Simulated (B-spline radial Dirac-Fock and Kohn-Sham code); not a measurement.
Atomic SCF run for Mo³⁺

ΔSCF core binding energies without Breit or QED terms, calculated with a B-spline atomic structure program. Keys: rel is the Hamiltonian (dirac, or spin-free x2c and nr, where L3 and M5 stand for the whole 2p and 3d shells), method is hf or an exchange,correlation pair (spin-unpolarised, also for the hole states), nuc the nuclear model, radius_factor scales its radius, rmax is the box in bohr, h the logarithmic mesh step, order the B-spline order, points the quadrature points per cell, c_factor scales the speed of light, and damp, ndamp, maxit and tol steer the iteration. The run stops when the commutator error falls below 10·tol·max(1, Z/10), or the numerical noise floor, and the energy has settled to about 1e-8 Ha; the virial ratio is −V/T.

Input (task.json):

```json
{"items": [{"Z": 42, "q": 3, "cfg": [[1, 0, 2], [2, 0, 2], [2, 1, 6], [3, 0, 2], [3, 1, 6], [3, 2, 10], [4, 0, 2], [4, 1, 6], [4, 2, 3]], "A": 98, "rrms": 4.4091, "do": "settings", "holes": ["K", "L3", "M5"],
  "settings": [{"rel": "dirac", "method": "hf", "nuc": "fermi", "radius_factor": 1.0, "rmax": 45.0, "h": 0.3, "order": 8, "points": 10, "c_factor": 1.0, "maxit": 54, "damp": 0.97, "ndamp": 100, "tol": 1e-08}]}]}
```

Command: `python xray2_run.py task.json out`

Ground-state iterations:

```
iter   energy (Ha)        error
   1    -4039.76827109  1.50e+00
   2    -4044.42740750  2.72e-01
   3    -4044.51552276  2.58e-01
   4    -4044.59649447  2.46e-01
   5    -4044.67089487  2.34e-01
   6    -4044.73925088  2.22e-01
   7    -4044.80204763  2.11e-01
   8    -4044.85973183  2.01e-01
   9    -4044.91271472  1.91e-01
  10    -4044.96137490  1.82e-01
  11    -4045.00606090  1.73e-01
  12    -4045.04709351  1.64e-01
  13    -4045.08476801  1.56e-01
  14    -4045.11935612  1.48e-01
  15    -4045.15110792  1.41e-01
  23    -4045.32710351  9.32e-02
  31    -4045.41541561  6.29e-02
  39    -4045.45958759  4.45e-02
  47    -4045.48165253  3.15e-02
  54    -4045.49168298  2.34e-02
```

The ground state had not converged after 54 iterations, with total energy -4045.49168 Ha, virial ratio 1.96312 and highest orbital energy -38.04 eV. ΔSCF binding energies: K (1s) 20098.4 eV, L3 (2p3/2) 2570.0 eV, M5 (3d5/2) 271.4 eV (not all states converged, so these are not final).

Problem. One setting is unsound. Which, and why?

Solution. damp is so close to 1 that the orbitals hardly move in each step. With the default settings (Dirac Hartree-Fock): The ground state converged in 10 iterations, with total energy -4045.50391 Ha, virial ratio 1.96416 and highest orbital energy -38.86 eV. ΔSCF binding energies: K (1s) 20098.1 eV, L3 (2p3/2) 2569.7 eV, M5 (3d5/2) 271.3 eV.
